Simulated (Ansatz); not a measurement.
Consider the formal exchange of groups at the Si–O bond: `C#C[SiH](O)F` + `C=C(Cl)CF` → `C#C[SiH](F)CF` + `C=C(O)Cl`.

Calculated with Ansatz (gas phase, PBE0-D4/def2-TZVP geometries, no zero-point term in ΔE). CCSD(T)/CBS adds triple-zeta CCSD(T) − MP2 to the extrapolated MP2 energy (def2 sets, frozen cores). DFT in def2-TZVPP. B3LYP here is the variant with VWN-RPA as its local correlation; programs differ in this. Each species was taken in one conformer, which may not be the lowest.

```csv
level,ΔE (kcal/mol)
PBE0-D4,39.3
PBE,37.0
B3LYP,40.2
HF/def2-SVP,41.0
```

**Question.** What does CCSD(T)/CBS give? (Estimate.)

**Answer.** The calculation gave: +43.4 kcal/mol. The listed levels differ from it by -4.1, -6.4, -3.2, -2.4 kcal/mol.

**Question.** What do rigid-rotor, harmonic-oscillator terms from PBE0-D4/def2-TZVP frequencies (298.15 K, 1 bar) make of the CCSD(T)/CBS value? (Estimate.)

**Answer.** Ansatz gave: ΔZPE = -0.7 kcal/mol, ΔH = +42.9 kcal/mol, ΔS = 8 J/(mol·K), ΔG = +42.4 kcal/mol.

Largest T1 diagnostic among the species: 0.013.

From r2SCAN to r2SCAN0 (25 % exact exchange), in def2-TZVPP and without D4, ΔE moves by +1.4 kcal/mol. At CCSD(T), def2-SVP lies −3.8 kcal/mol from the extrapolated value and def2-TZVPP −0.4 kcal/mol. Leaving LDA and LC-ωPBE aside and taking each functional with its dispersion term where it has one, the values, not all of them listed here, spread over 6.0 kcal/mol, from revPBE-D4 to BHLYP-D4. LDA lies +1.2 kcal/mol from PBE without D4.
